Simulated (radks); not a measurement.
Q: The bismuth ion Bi3+, configuration [Hg]. Calculated with a radial shooting solver on a logarithmic mesh with Libxc functionals: Dirac Kohn-Sham, PBEsol, spin-unpolarised, spherical densities, finite nucleus; Fermi nuclear charge, rms radius 5.5211 fm.

Spin-orbit splittings of the eigenvalues, e(l+1/2) - e(l-1/2), with zeta = 2 splitting/(2l+1) and mean radii in bohr:

| shell | occ. | splitting (eV) | zeta (eV) | <r> j=l-1/2 | <r> j=l+1/2 |
|---|---|---|---|---|---|
| 2p | 6 | 2318 | 1545 | 0.05389 | 0.06294 |
| 3p | 6 | 519.0 | 346.0 | 0.1616 | 0.1780 |
| 3d | 10 | 110.1 | 44.03 | 0.1545 | 0.1595 |
| 4p | 6 | 128.0 | 85.33 | 0.3778 | 0.4126 |
| 4d | 10 | 23.90 | 9.559 | 0.4162 | 0.4272 |
| 4f | 14 | 5.493 | 1.569 | 0.4380 | 0.4442 |
| 5p | 6 | ? | ? | 0.8848 | 0.9741 |
| 5d | 10 | 3.060 | 1.224 | 1.197 | 1.236 |

Estimate the 5p splitting.

A: 24.75 eV (zeta = 16.50 eV).
